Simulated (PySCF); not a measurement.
HGa, charge -1, doublet, at a GFN2-xTB geometry (such geometries of metal compounds can be far from the true shape) (a state made from the parent by changing its charge; the spin is typed, not shown lowest) (in this run its highest filled SCF level lies above zero, so its values depend strongly on the basis, on diffuse functions most of all). Base run: PBE/cc-pVDZ (PySCF).

Input for PySCF:
```python
from pyscf import gto, scf, dft

mol = gto.M(
    atom='''
Ga   -0.000000   -0.000000   -0.040409
H     0.000000    0.000000    1.252665
''',
    basis='cc-pvdz',
    charge=-1,
    spin=1,
    verbose=4,
)

mf = dft.UKS(mol)
mf.xc = 'pbe'
mf.kernel()
mf.analyze()
```

Variants of this job, named by their change:

```
change                                                                                   basis functions       E (Eh)  HOMO (eV)
---------------------------------------------------------------------------------------  ---------------  -----------  ---------
base                                                                                                  32  -1925.02943       2.95
basis = cc-pVTZ-DK; relativity = none                                                                 57  -1914.15798       2.63
basis = x2c-SVPall; relativity = spin-free X2C; nucleus = Gaussian (with nucmod='G')                  37  -1943.75397       3.11
basis = cc-pVTZ-DK; relativity = spin-free X2C                                                        57  -1944.12074       2.73
basis = jorge-DZP-DKH; relativity = spin-free X2C; nucleus = Gaussian (with nucmod='G')               48  -1943.97079       3.65
basis = x2c-SVPall; relativity = spin-free X2C                                                        37  -1943.76258       3.11
basis = cc-pVTZ-DK; relativity = spin-free X2C; nucleus = Gaussian (with nucmod='G')                  57  -1944.10993       2.73
basis = jorge-DZP-DKH; relativity = spin-free X2C                                                     48  -1943.98067       3.65
basis = x2c-SVPall; relativity = none                                                                 37  -1917.77604       2.99
basis = jorge-DZP-DKH; relativity = none                                                              48  -1920.58241       3.57
```

Absolute energies of different levels of theory aren't comparable as measures of quality.

Open shells are given as the SCF converged; they aren't shown to be the lowest states, and a large step between rows can be another state.

Basis sets contracted for a relativistic Hamiltonian are a mismatch without it, so the rows without relativity aren't non-relativistic limits. No row has spin-orbit coupling; sets with core potentials leave out the core electrons.
